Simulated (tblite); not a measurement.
Species: C₃H₁₁OSi₂ (doublet state).
Bonds: C1–Si2, Si2–C3, Si2–C4, Si2–O5, O5–Si6. Hydrogens: H7, H8, H9 on C1; H10, H11, H12 on C3; H13, H14, H15 on C4; H16, H17 on Si6.

Computed with GFN2-xTB (tblite), gas phase: L-BFGS steps from a force-field or distance-geometry start until the largest atomic force falls under 0.01 eV/Å.

Step 66: E = -532.8364 eV
```
atom  x, y, z in Å  |  force x, y, z in eV/Å
C1     -0.0431   -1.3523    1.3782   -0.004  -0.023   0.015
Si2    -0.2292    0.0371    0.0949    0.000   0.036  -0.029
C3     -1.2472   -0.5694   -1.3970   -0.014   0.022   0.000
C4     -1.0022    1.5754    0.9074   -0.012  -0.007  -0.014
O5      1.2529    0.4647   -0.4257   -0.016   0.024  -0.001
Si6     2.7415    0.7486   -1.0057   -0.006   0.035   0.017
H7     -1.0068   -1.6093    1.8059    0.003  -0.007   0.042
H8      0.6140   -1.0553    2.1901   -0.012  -0.010   0.003
H9      0.3670   -2.2545    0.9365    0.033  -0.027  -0.016
H10    -0.6438   -1.1728   -2.0693   -0.008  -0.004   0.027
H11    -2.0880   -1.1747   -1.0720    0.006  -0.003  -0.015
H12    -1.6485    0.2582   -1.9744    0.024   0.011   0.001
H13    -1.0137    2.4221    0.2271    0.014  -0.009   0.010
H14    -2.0277    1.3839    1.2091    0.029   0.011   0.022
H15    -0.4421    1.8708    1.7912   -0.049   0.001  -0.038
H16     2.7288    0.4345   -2.4268    0.007  -0.026  -0.015
H17     3.6813    0.0050   -0.1793    0.005  -0.023  -0.008
```

Step 67: E = -532.8373 eV
```
atom  x, y, z in Å  |  force x, y, z in eV/Å
C1     -0.0403   -1.3543    1.3789   -0.011  -0.021   0.022
Si2    -0.2309    0.0373    0.0980    0.003   0.028  -0.036
C3     -1.2423   -0.5635   -1.4005   -0.009   0.021   0.008
C4     -1.0058    1.5748    0.9092   -0.021  -0.014  -0.015
O5      1.2518    0.4670   -0.4180   -0.006   0.029   0.002
Si6     2.7373    0.7432   -1.0089   -0.019   0.048  -0.003
H7     -1.0013   -1.6091    1.8139   -0.003  -0.013   0.034
H8      0.6202   -1.0545    2.1867    0.001  -0.010   0.012
H9      0.3683   -2.2584    0.9392    0.024  -0.010  -0.022
H10    -0.6334   -1.1724   -2.0630   -0.027  -0.004   0.015
H11    -2.0905   -1.1624   -1.0827    0.011  -0.005  -0.018
H12    -1.6322    0.2657   -1.9840    0.034   0.000   0.007
H13    -1.0227    2.4194    0.2262    0.015  -0.011   0.018
H14    -2.0296    1.3786    1.2132    0.024   0.019   0.025
H15    -0.4450    1.8736    1.7912   -0.047   0.006  -0.037
H16     2.7091    0.4202   -2.4283    0.019  -0.027  -0.006
H17     3.6803    0.0069   -0.1809    0.013  -0.034  -0.006
```

Task: Estimate the geometry and energy of step 68. (The exact step hangs on the optimiser's Hessian estimate; all steps are aligned on step 67, rigid shifts and turns removed.)

Result: E = -532.8379 eV, largest force 0.058 eV/Å
```
atom  x, y, z in Å  |  force x, y, z in eV/Å
C1     -0.0393   -1.3563    1.3801   -0.008  -0.011   0.025
Si2    -0.2317    0.0377    0.1001    0.010   0.007  -0.026
C3     -1.2370   -0.5578   -1.4043   -0.004   0.010   0.017
C4     -1.0094    1.5732    0.9108   -0.019  -0.016  -0.009
O5      1.2518    0.4717   -0.4103    0.006   0.029   0.003
Si6     2.7341    0.7400   -1.0137   -0.034   0.040  -0.025
H7     -0.9977   -1.6070    1.8230   -0.009  -0.020   0.015
H8      0.6241   -1.0545    2.1846    0.016  -0.007   0.015
H9      0.3676   -2.2632    0.9432    0.006   0.013  -0.024
H10    -0.6242   -1.1724   -2.0576   -0.033  -0.005  -0.001
H11    -2.0915   -1.1514   -1.0934    0.011  -0.001  -0.017
H12    -1.6157    0.2726   -1.9935    0.037  -0.006   0.010
H13    -1.0316    2.4167    0.2270    0.012  -0.008   0.014
H14    -2.0305    1.3725    1.2192   -0.002   0.019   0.022
H15    -0.4487    1.8755    1.7910   -0.029   0.010  -0.027
H16     2.6919    0.4054   -2.4314    0.029  -0.022   0.019
H17     3.6809    0.0094   -0.1846    0.010  -0.033  -0.012
```

The energy changes by -0.0007 eV. The first-order estimate −F·Δx gives -0.0010 eV and the mean of the old and new forces, exact on a quadratic surface, -0.0007 eV. The step makes an angle of 81° with the force vector and moves no atom by more than 0.023 Å.

The cost below is that of the whole relaxation. Hardware: an Arm Neoverse V1 with one thread, shared host with 32 logical CPUs at a one-minute load of 30. Cost: 0.85 s of wall time.
